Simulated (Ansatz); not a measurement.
Stepwise reaction of `[NH2][Ti]([OH])([OH])[F]` with hydrogen fluoride, as a gas-phase model of exchange steps in deposition or etching. ΔE in kJ/mol; ΔG adds harmonic PBE0-D4 terms to CCSD(T)/CBS, at 1 bar.

Gas-phase electronic energies from Ansatz, PBE0-D4/def2-TZVP geometries. CCSD(T)/CBS is the MP2 limit (def2-TZVPP, def2-QZVPP) plus CCSD(T) − MP2 in def2-TZVPP, frozen cores. This one scheme is used for every species. DFT in def2-TZVPP. B3LYP here is the variant with VWN-RPA as its local correlation; programs differ in this. For Ti outer-core shells are correlated without core-valence functions, which leaves a few kJ/mol of doubt a bond. Scalar relativity is left out up to krypton. One conformer a species, not always the lowest.

```
step                                                            reaction  PBE-D4  B3LYP-D4  ωB97M-V  CCSD(T)/CBS  ΔG(400 K)
   1  `[NH2][Ti]([OH])([OH])[F]` + H–F → `[NH2][Ti]([OH])([F])[F]` + H₂O   -53.3     -51.6    -52.8        -45.1      -44.9
```

Problem. Give the row of step 2, `[NH2][Ti]([OH])([F])[F]` + H–F → `[NH2][Ti]([F])([F])[F]` + H₂O. (Estimate.)

Solution. Computed: 
```csv
step,reaction,PBE-D4,B3LYP-D4,ωB97M-V,CCSD(T)/CBS,ΔG(400 K)
2,`[NH2][Ti]([OH])([F])[F]` + H–F → `[NH2][Ti]([F])([F])[F]` + H₂O,-47.8,-44.9,-46.3,-38.4,-38.7
```

Problem. By hand: ΔE of the 2 steps together at CCSD(T)/CBS.

Solution. (-45.1) + (-38.4) = -83.5 kJ/mol, or -41.8 kJ/mol a step.

In ΔE each step is higher than the one before. All are downhill at CCSD(T)/CBS. ΔG lies between -44.9 and -38.7 kJ/mol a step. PBE-D4 differs from CCSD(T)/CBS by -9.4 to -8.2 kJ/mol a step. Isolated molecules leave out the surface, adducts and barriers. Largest T1 diagnostic: 0.024.
